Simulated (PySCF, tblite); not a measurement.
Isomers of C4H12FPSi2. Calculated harmonic vibrations of the isolated species, GFN2-xTB (tblite), most abundant isotopes, no scaling. This tight-binding method is rough: wavenumbers can miss measured ones by several per cent, in bad cases by 10 to 20. Modes of hydrogen on phosphorus and silicon can be 10 to 20 % off. One conformer each.

Electronic energies: PBE0/pcSseg-1 single points on the GFN2-xTB geometries (PySCF, gas phase).

```tsv
SMILES	electronic energy, lowest = 0 (kcal/mol)
F[C@@H]1C[C@@H]([SiH3])[Si@H](P)C1	0.0
F[C@H]1C[C@H]([SiH2][SiH2]P)C1	27.5
F[C@H]1C[C@@H]([SiH2][SiH2]P)C1	26.8
FCC/C(=C/[SiH3])[SiH2]P	35.3
```

**Question.** How do GFN2-xTB zero-point energies change the relative energies?

**Answer.** 
```json
{"SMILES": "F[C@@H]1C[C@@H]([SiH3])[Si@H](P)C1", "ZPE (kcal/mol)": "89.3", "of it from modes above 1550 cm⁻¹": "45.0", "electronic (kcal/mol)": "0.0", "with ZPE, lowest = 0 (kcal/mol)": "0.0", "lowest mode (cm⁻¹)": "35", "rings": "1"}
{"SMILES": "F[C@H]1C[C@@H]([SiH2][SiH2]P)C1", "ZPE (kcal/mol)": "89.0", "of it from modes above 1550 cm⁻¹": "44.9", "electronic (kcal/mol)": "26.8", "with ZPE, lowest = 0 (kcal/mol)": "26.6", "lowest mode (cm⁻¹)": "22", "rings": "1"}
{"SMILES": "F[C@H]1C[C@H]([SiH2][SiH2]P)C1", "ZPE (kcal/mol)": "89.1", "of it from modes above 1550 cm⁻¹": "44.8", "electronic (kcal/mol)": "27.5", "with ZPE, lowest = 0 (kcal/mol)": "27.3", "lowest mode (cm⁻¹)": "27", "rings": "1"}
{"SMILES": "FCC/C(=C/[SiH3])[SiH2]P", "ZPE (kcal/mol)": "86.0", "of it from modes above 1550 cm⁻¹": "46.1", "electronic (kcal/mol)": "35.3", "with ZPE, lowest = 0 (kcal/mol)": "31.9", "lowest mode (cm⁻¹)": "5i", "rings": "0"}
```

The zero-point energies span 3.3 kcal/mol, from `FCC/C(=C/[SiH3])[SiH2]P` to `F[C@@H]1C[C@@H]([SiH3])[Si@H](P)C1`. Slightly imaginary modes are left out of the zero-point energy: `FCC/C(=C/[SiH3])[SiH2]P` 5.3i cm⁻¹. The order is unchanged.

**Question.** And how do the electronic energies of GFN2-xTB itself compare?

**Answer.** `F[C@@H]1C[C@@H]([SiH3])[Si@H](P)C1` 0.0; `F[C@H]1C[C@@H]([SiH2][SiH2]P)C1` 14.7; `F[C@H]1C[C@H]([SiH2][SiH2]P)C1` 14.6; `FCC/C(=C/[SiH3])[SiH2]P` 21.1 kcal/mol, lowest = 0. Against the energies above, taken from the same isomer `F[C@@H]1C[C@@H]([SiH3])[Si@H](P)C1`, the largest difference is 14.2 kcal/mol.
